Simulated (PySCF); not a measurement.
First SCF of a structure search on doublet SnOBr, at a hand-made bent geometry. PySCF input:

```python
from pyscf import gto, scf, dft
mol = gto.M(atom='''
Sn     0.000000     0.000000     0.000000
O     -1.531800     0.000000     1.072600
Br     2.080600     0.000000     1.456900''',
    basis={'Sn': 'def2-TZVP', 'O': 'def2-TZVP', 'Br': 'def2-TZVP'},
    ecp={'Sn': 'def2-TZVP'},
    charge=0, spin=1)
mf = dft.UKS(mol, xc='PBE0')
mf.grids.atom_grid = (50, 194)
aux = {'Sn': 'def2-universal-JKFIT', 'O': 'def2-universal-JKFIT', 'Br': 'def2-universal-JKFIT'}
mf = mf.density_fit(auxbasis=aux)
mf.conv_tol = 1e-08
mf.diis_space = 10
mf.max_cycle = 60
mf.init_guess = 'minao'
mf.verbose = 4
mf.kernel()
```

Excerpt of the output (cycles alone):

```
init E= -2825.47094117605
cycle= 1 E= -2860.44082544063  delta_E=  -35  |g|= 2.38  |ddm|= 21.7
cycle= 2 E= -2781.02840014415  delta_E= 79.4  |g|= 10.5  |ddm|= 12.8
cycle= 3 E= -2861.60232184365  delta_E= -80.6  |g|= 1.91  |ddm|=   11
cycle= 4 E= -2862.35788818496  delta_E= -0.756  |g|= 1.52  |ddm|= 2.23
cycle= 5 E= -2863.23004822444  delta_E= -0.872  |g|= 0.512  |ddm|= 1.65
cycle= 6 E= -2863.34185141257  delta_E= -0.112  |g|= 0.112  |ddm|= 0.433
cycle= 7 E= -2863.34389215037  delta_E= -0.00204  |g|= 0.0546  |ddm|= 0.114
cycle= 8 E= -2863.34537061292  delta_E= -0.00148  |g|= 0.00956  |ddm|= 0.0511
cycle= 9 E= -2863.34555063533  delta_E= -0.00018  |g|= 0.00808  |ddm|= 0.0292
cycle= 10 E= -2863.34566905301  delta_E= -0.000118  |g|= 0.00624  |ddm|= 0.0251
cycle= 11 E= -2863.34574488791  delta_E= -7.58e-05  |g|= 0.0035  |ddm|= 0.0197
cycle= 12 E= -2863.34580346791  delta_E= -5.86e-05  |g|= 0.00194  |ddm|= 0.0243
cycle= 13 E= -2863.34582871656  delta_E= -2.52e-05  |g|= 0.00107  |ddm|= 0.0183
cycle= 14 E= -2863.34583661388  delta_E= -7.9e-06  |g|= 0.00042  |ddm|= 0.0119
cycle= 15 E= -2863.34583748316  delta_E= -8.69e-07  |g|= 0.000189  |ddm|= 0.0051
cycle= 16 E= -2863.34583750553  delta_E= -2.24e-08  |g|= 8.42e-05  |ddm|= 0.00048
cycle= 17 E= -2863.34583751195  delta_E= -6.42e-09  |g|= 2.13e-05  |ddm|= 0.000411
Extra cycle  E= -2863.34583751189  delta_E= 5.87e-11  |g|= 3.42e-05  |ddm|= 5.75e-05
converged SCF energy = -2863.34583751189  <S^2> = 0.76555157  2S+1 = 2.0154916
```

No lower solution of this spin was found by a stability analysis within the unrestricted form.

With an element this heavy the missing spin–orbit coupling can shift these numbers.

The search for the lowest solution, with the stability check, took 8.7 s on 4 threads of a shared Arm Neoverse V2 host, with 129 basis functions; the process peaked at 0.41 GiB.
